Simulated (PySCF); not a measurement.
# Computed NMR parameters against published values

Bonds (- single, = double, # triple, : aromatic): C1-Si2, Si2-C3, Si2-C4, Si2-Si5, Si5-C6, Si5-C7, Si5-Cl8. C1 carries H9, H10, H11; C3 carries H12, H13, H14; C4 carries H15, H16, H17; C6 carries H18, H19, H20; C7 carries H21, H22, H23.

In vacuum, a single conformation, no relativistic terms, rapidly exchanging positions averaged. PBE0/pcSseg-1 with gauge-including orbitals; GFN2-xTB structure; PySCF 2.14.0 with density-fitted response routines.

Reference values: measured (solution; U. Herzog, Habilitationsschrift, TU Bergakademie Freiberg, 2002/2003).
| atoms | quantity | reference | computed | computed, scaled |
| --- | --- | --- | --- | --- |
| Si5 | δ 29Si vs TMS | 22.9 | 22.5 | 11.4 |
| Si2 | δ 29Si vs TMS | -18.2 | -20.1 | -23.5 |

Computed shifts are σ(ref) − σ with the named reference compound (TMS for H and C) calculated as an isolated molecule at the same level. The measured values may be among those fitted. Shieldings were converted by a linear fit to measured shifts: 29Si (scatter 8.9 ppm rms, 25.8 ppm with the 6 outliers that the fit left out vs TMS, solution or neat liquid). A few per cent of atoms miss by over 2 rms, more outside the fitted compound classes.

Q: How far are the unscaled 29Si shifts from the references?

A: Mean signed difference -1.15 ppm, mean absolute 1.15 ppm over 2 comparisons; the largest is -1.9 ppm at Si2 (silicon bonded to 3 C, Si).
